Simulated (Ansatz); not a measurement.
`CS[SiH](N)O` → `OCN[SiH2]S`  (isomerisation)

Isolated molecules relaxed with PBE0-D4/def2-TZVP in Ansatz; ΔE leaves out vibrations. CCSD(T)/CBS adds triple-zeta CCSD(T) − MP2 to the extrapolated MP2 energy (def2 sets, frozen cores). DFT in def2-TZVPP. One conformer a species, not always the lowest.

```csv
level,ΔE (kcal/mol)
ωB97M-V,44.2
SCS-MP2/def2-TZVPP,45.0
```

(1) What does CCSD(T)/CBS give? (Estimate.)

Largest T1 diagnostic among the species: 0.011.

## Answers

(1) The calculation gave: +45.4 kcal/mol. The listed levels differ from it by -1.2, -0.4 kcal/mol.

From PBE to PBE0 (25 % exact exchange), in def2-TZVPP and without D4, ΔE moves by +1.3 kcal/mol.
